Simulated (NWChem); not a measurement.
# neopentane (C5H12); SMILES CC(C)(C)C

Results from NWChem. Pople sets run with spherical d functions. Each level has its own optimisation; frequencies are unscaled.

```tsv
level	r C–C (Å)	r C–H (Å)	highest harmonic frequency (cm⁻¹)	lowest (cm⁻¹)	zero-point energy (kcal/mol)
Hartree-Fock/STO-3G	1.550	1.086	3753	218	120.1
Hartree-Fock/3-21G	1.540	1.085	3251	246	107.4
Hartree-Fock/6-31G*	1.535	1.087	3258	222	107.0
B3LYP/6-31G*	1.541	1.097	3107	206	100.6
LDA (Slater exchange, VWN5)/def2-SVP	1.519	1.112	3046	218	96.3
PBE/def2-SVP	1.541	1.110	3050	210	96.9
BLYP/def2-SVP	1.552	1.110	3019	205	96.6
PBE0/def2-SVP	1.531	1.102	3140	211	99.9
```
